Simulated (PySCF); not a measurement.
## Telling isomers of C9H13N apart by NMR

- GIAO PBE0/pcSseg-1 shieldings
- GFN2-xTB geometry
- run in PySCF 2.14
- a single conformation, non-relativistic Hamiltonian, isolated molecule, one averaged value for each set of equivalent atoms

Scale: ¹H (σ = 31.72 ppm), ¹³C (σ = 186.93 ppm) vs TMS (reference shieldings calculated alike). Where no couplings were computed, multiplicities follow the n + 1 count of equivalent neighbours, and m marks all less simple cases (inequivalent or close neighbours, rings, F or P nearby). Shifts are as computed. Against solution values, carbons near 30 ppm lie about +3 ppm off and those near 130 ppm about +5 ppm. Of 1211 compounds with measured shifts, 218 miss one by over three times the rms of a fit or turn the order of signals round; such compounds aren't used in these exercises.

(1) Tabulate the signals of `C=C(C#N)C(=C)C(C)(C)C`, `C[C@@]12CC[C@@H](C#N)C[C@@H]1C2`, `Cc1ccccc1N(C)C` and their relative energies.

(2) What is the quickest way to tell C[C@@]12CC[C@@H](C#N)C[C@@H]1C2 from Cc1ccccc1N(C)C?

(3) What is the quickest way to tell C=C(C#N)C(=C)C(C)(C)C from Cc1ccccc1N(C)C?

(4) What is the quickest way to tell C=C(C#N)C(=C)C(C)(C)C from C[C@@]12CC[C@@H](C#N)C[C@@H]1C2?

## Answers

(1) 
```json
{"SMILES": "C=C(C#N)C(=C)C(C)(C)C", "carbon types": "4×C 2×CH2 3×CH3", "δC": "167.0, 141.1, 135.1, 124.6, 121.2, 37.2, 32.0", "δH": "6.30 (m, 1H), 6.16 (m, 1H), 5.51 (br s, 1H), 5.31 (br s, 1H), 1.35 (s, 9H)", "E rel. (kcal/mol)": "33.5"}
{"SMILES": "C[C@@]12CC[C@@H](C#N)C[C@@H]1C2", "carbon types": "2×C 2×CH 4×CH2 1×CH3", "δC": "127.0, 33.4, 29.2, 29.1, 26.7, 24.7, 20.3, 18.8, 18.6", "δH": "2.45 (m, 1H), 2.40 (m, 1H), 2.18 (m, 1H), 1.85 (m, 1H), 1.74 (m, 1H), 1.62 (m, 1H), 1.27 (s, 3H), 1.09 (m, 1H), 0.82 (m, 1H), 0.51 (m, 1H), -0.06 (m, 1H)", "E rel. (kcal/mol)": "11.3"}
{"SMILES": "Cc1ccccc1N(C)C", "carbon types": "2×C 4×CH 3×CH3", "δC": "158.1, 138.2, 136.4, 131.5, 127.9, 123.5, 45.5, 19.6", "δH": "7.54 (d, 1H), 7.39 (m, 1H), 7.26 (m, 1H), 7.07 (d, 1H), 2.70 (s, 6H), 2.48 (s, 3H)", "E rel. (kcal/mol)": "0.0"}
```

Energies are electronic energies at PBE0/pcSseg-1 on these geometries, without zero-point or thermal terms, each for the one conformer computed, which needn't be the lowest.

(2) Count the carbon signals: 9 against 8. The first has an sp3 CH2 in a ring at 33.4 ppm, the second an aromatic CH at 136.4 ppm. Their most deshielded carbons lie at 127.0 and 158.1 ppm. In the proton spectra the most deshielded non-exchanging signals are 2.45 (m, 1H) and 7.54 (d, 1H).

(3) Count the carbon signals: 7 against 8. The first has a terminal =CH2 carbon at 141.1 ppm, the second an aromatic CH at 136.4 ppm. Their most deshielded carbons lie at 167.0 and 158.1 ppm. In the proton spectra the most deshielded non-exchanging signals are 6.30 (m, 1H) and 7.54 (d, 1H).

(4) Count the carbon signals: 7 against 9. The first has a terminal =CH2 carbon at 141.1 ppm, the second an sp3 CH2 in a ring at 33.4 ppm. Their most deshielded carbons lie at 167.0 and 127.0 ppm. In the proton spectra the most deshielded non-exchanging signals are 6.30 (m, 1H) and 2.45 (m, 1H).
